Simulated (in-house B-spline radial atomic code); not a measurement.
## Removing one electron from Yb III (Yb2+)

Closed shell [Xe] 4f14. Computed with a B-spline radial code for spherical atoms: Koopmans values of Dirac-Hartree-Fock plus a diagonal self-energy, in second order or with its direct term screened (direct RPA, with the hole-particle interaction, or full time-dependent Hartree-Fock), linearised in energy; no-pair Dirac-Coulomb Hamiltonian, finite nucleus. Shifts add to the Koopmans value (the ΔSCF shift is orbital relaxation alone); the final value takes TDHF screening with Breit and QED.

Command:
```bash
python run_mb.py task.json out
```
Settings (nuclear radius in fm, box in bohr, cutoff in hartree):
```
basis_form          2
Z                   70
core_configuration  [Xe] 4f14
rms_radius          5.3108
mass_number         174
speed_of_light      137.036
box_radius          16.642
lmax                7
intervals           63
virtual_cutoff      19600.0
```

Time taken, with all properties: 110 s on 1 thread of Intel(R) Xeon(R) 6975P-C, with other jobs on the host.

Energies in eV:

| subshell | Koopmans | ΔSCF shift | second order | direct RPA | hole-particle | TDHF | Breit + QED | final |
| --- | --- | --- | --- | --- | --- | --- | --- | --- |
| 4f7/2 | 27.378 | -7.074 | ? | ? | ? | ? | ? | ? |
| 4f5/2 | 28.969 | -7.365 | -10.675 | -2.680 | -3.524 | -3.614 | 0.091 | 25.446 |

**Question.** What does the self-energy do to 4f7/2?

**Answer.** It shifts the removal energy by -10.107 eV in second order, -2.440 with direct RPA, -3.262 with the hole-particle term and -3.342 with TDHF screening (quasi-particle weight 0.919); Breit and QED add 0.147 eV. The final value is 24.183 eV, against 25.053 ± 0.025 eV (NIST, semi-empirical).
